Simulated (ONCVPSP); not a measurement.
What one change does to a pseudopotential (Ce (Z = 58), ONCV)

- Element: cerium (Ce)
- Generator: ONCVPSP 4.0.1
- Type: optimised norm-conserving Vanderbilt (ONCV)
- Functional: PBE
- Relativity: scalar-relativistic
- Frozen core: [Kr] 4d10
- Valence charge: 12
- Reference configuration: 4f1 5s2 5p6 5d1 6s1.75 (charge +0.25)
- Partial waves: 5s+6s: rc 2.50 bohr, ncon 4, nbas 8, qcut 5.4 1/bohr, 2 projectors; 5p: rc 2.05 bohr, ncon 3, nbas 7, qcut 3.8 1/bohr, 2 projectors, debl 0.9 Ha; 5d: rc 3.40 bohr, ncon 4, nbas 8, qcut 4.2 1/bohr, 2 projectors, debl 3.5 Ha; 4f: rc 1.05 bohr, ncon 3, nbas 7, qcut 19.6 1/bohr, 1 projector
- Local potential: polynomial inside 1.00 bohr (lpopt 5, dvloc0 3 Ha)
- Core correction: Teter function, fcfact 4.25, rcfact 1.45

In the p channel the program set the typed energies aside and used -0.904, 0.250 Ha.

Change: core correction Teter function, fcfact 4.25, rcfact 1.94.

Cutoffs: the cutoffs (Ha) at which the residual kinetic energy of the hardest occupied pseudo-wave falls to 1 and 0.1 mHa per electron; they do not see the model core or the augmentation charge, which bear on the density cutoff. Errors are all-electron minus pseudo energies relative to the spin-unpolarised reference configuration.

Problem. What does the change do?

Solution. The potential gets neither clearly harder nor softer (125 Ha and 141 Ha → 125 Ha and 141 Ha); both files keep a bound ghost (s); of the 4 tests that both files solve, the error grows in 3 and shrinks in 0 by more than 15 % and 0.3 meV (median size 1.5 → 6.4 meV). A model core, the more so a compact one, raises the density cutoff, which this test does not measure.

| quantity | base | changed |
| --- | --- | --- |
| cutoff, loose | 125 Ha | 125 Ha |
| cutoff, tight | 141 Ha | 141 Ha |
| bound ghosts | s | s |
| GHOST(+) flags under 300 eV | p at 21.2 eV, d at 207.4 eV | p at 21.2 eV, d at 207.4 eV |
| error for 4f1 5s2 5p6 5d1 6s2, meV [ΔE -1.08 eV] | +0.2 | -0.1 |
| error for 4f1 5s2 5p6 5d1 6s1, meV [ΔE 4.99 eV] | -1.4 | -7.6 |
| error for 4f1 5s2 5p6 5d1 6s0, meV [ΔE 16.07 eV] | -7.0 | -75 |
| error for 4f1 5s2 5p6 5d1.5 6s1.5, meV [ΔE -0.68 eV] | -1.6 | -5.3 |
| s: phases at 2.54 bohr within 0.05 rad from the reference energy up to (Ha; the scan ends near 5) | 3.9 | 3.9 |
| p: phases at 2.08 bohr within 0.05 rad from the reference energy up to (Ha; the scan ends near 5) | n/a | n/a |
| d: phases at 3.44 bohr within 0.05 rad from the reference energy up to (Ha; the scan ends near 5) | 0.6 | 0.6 |
| f: phases at 1.07 bohr within 0.05 rad from the reference energy up to (Ha; the scan ends near 5) | 4.3 | 4.3 |
| rms error of d²Exc/dni dnj with the model core, mHa | 5.06 | 5.41 |

 A true bound ghost makes a file unfit for plane-wave use even where its test errors are small: the radial tests pick states by their node count and pass the ghost by.
